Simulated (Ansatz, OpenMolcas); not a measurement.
## GeSiH4F2 (SMILES F[SiH](F)[GeH3]): the energy, rung by rung

The species is GeSiH4F2 (8 atoms), meant as a singlet with charge 0. As SMILES, `F[SiH](F)[GeH3]`. Geometry: relaxed at PBE0-D4/def2-TZVP.

```xyz
8

F     1.3018   -1.4186    1.1974
Si    1.1399   -0.1266    0.2809
F     1.9831   -0.3864   -1.0447
Ge   -1.1515    0.1644   -0.2813
H     1.7765    1.0042    0.9949
H    -1.9700    0.3896    0.9988
H    -1.6823   -1.0766   -1.0112
H    -1.3055    1.3929   -1.1904
```

Each level gives the energy change with the Si2–F3 bond stretched from 1.592 to 1.831 Å (eV). The values are calculated.

| level | kind | program | value (eV) | CPU time (all runs) |
| --- | --- | --- | --- | --- |
| SVWN5/def2-SVP (restricted) | LDA | Ansatz | 0.55 | 3.7 s |
| BLYP/def2-SVP (restricted) | GGA | OpenMolcas | 0.38 | 61 s |
| r2SCAN/def2-SVP (restricted) | meta-GGA | Ansatz | 0.51 | 11 s |
| r2SCAN0/def2-SVP (restricted) | hybrid meta-GGA | Ansatz | 0.59 | 12 s |
| CAM-B3LYP/def2-SVP (restricted) | range-separated hybrid | Ansatz | 0.56 | 9.3 s |
| HSE06/def2-SVP (restricted) | range-separated hybrid | Ansatz | 0.53 | 7.2 s |
| PBE-QIDH/def2-SVP (restricted) | double hybrid | Ansatz | 0.58 | 10 s |
| RPA@PBE0/def2-SVP (restricted) | RPA | Ansatz | 0.49 | 13 s |
| CCSD/def2-SVP (restricted) | coupled cluster or CI | Ansatz | 0.53 | 22 s |

All-electron rows without a relativistic Hamiltonian named are non-relativistic. The first shape isn't each level's own minimum. The values span 0.38 to 0.59 eV. In the correlated wave-function rows the outer d shell of Ge is correlated, in sets not made for it. Times are those of the runs behind each value, whatever else they computed, on shared processors of several kinds: orders of magnitude only.
